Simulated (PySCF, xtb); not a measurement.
Mg(Br)(iPr) (C₃H₇BrMg), SMILES C[CH]([Mg][Br])C.

GFN2-xTB (xtb 6.7.1) at its own geometry gives an orbital gap of 2.48 eV and a dipole moment of 6.63 D.

The structure is a stationary point at B3LYP-D3(BJ)/def2-SVP. One conformer was computed; it need not be the lowest.

Problem. What does PBE/def2-TZVP (PySCF) give? (The exact figures need the calculation; the answer reports its results.)

Solution. gap 3.67 eV (levels -5.55 and -1.89 eV), dipole 2.41 D.
